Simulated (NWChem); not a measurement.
Molecule: AgH3SO; SMILES [SH][Ag]<-[OH2]

```xyz
6

Ag    -0.0180    -0.2188     0.0011
S      0.0751     2.0836    -0.0018
H     -1.2827     2.2266     0.0122
O     -0.0047    -2.4593    -0.0006
H      0.5074    -2.8041     0.7563
H      0.4584    -2.8023    -0.7893
```
Atoms are numbered in this order, from 1.

All runs: NWChem. Medium grid unless said otherwise, to which SCAN and Minnesota functionals are sensitive. The geometry was optimised at PBE-D3(BJ)/def2-SVP. def2 effective core potentials on Ag; no spin-orbit coupling. Total energies of different functionals are on different scales.

```tsv
level	energy (Ha)	highest occupied level (eV)	orbital gap (eV)	dipole (D)
B3LYP/def2-SVP	-622.0996	-5.34	3.79	7.08
PBE/def2-SVP	-621.7856	-4.48	2.44	6.82
TPSSh/def2-SVP	-621.9866	-4.96	3.41	7.29
PW6B95/def2-SVP	-622.5116	-5.62	4.34	7.29
OLYP/def2-SVP	-622.1962	-4.29	2.26	6.91
MPW1K/def2-SVP	-622.0641	-6.36	5.65	7.76
M05-2X/def2-SVP	-621.9407	-6.70	6.38	7.64
M06-L/def2-SVP	-622.1229	-4.51	3.00	7.36
```
